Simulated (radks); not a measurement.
Valence configurations of the palladium ion Pd2+ (all share [Kr]). All-electron calculation, scalar-relativistic Kohn-Sham, PBE, spin-unpolarised, spherical densities, point nucleus. Program: a radial shooting solver on a logarithmic mesh with Libxc functionals. Order these by energy: 4d7.5 5p0.5; 4d6.5 5s0.5 5p1; 4d6.5 5s1 5p0.5; 4d5.5 5s2 5p0.5; 4d7 5s1; 4d6 5s2; 4d7 5p1; 4d7.5 5s0.5; 4d8; 4d6 5p2.

Answer. From the lowest, in eV above it: 4d8 0.000; 4d7.5 5s0.5 3.801; 4d7.5 5p0.5 6.987; 4d7 5s1 8.145; 4d7 5p1 14.770; 4d6.5 5s1 5p0.5 16.466; 4d6 5s2 18.545; 4d6.5 5s0.5 5p1 19.904; 4d5.5 5s2 5p0.5 28.275; 4d6 5p2 32.794. NIST lists [Kr] 4d8 as the ground configuration; this level of theory agrees among the configurations tried. The energies are those of spherical spin-averaged densities, not of single terms.
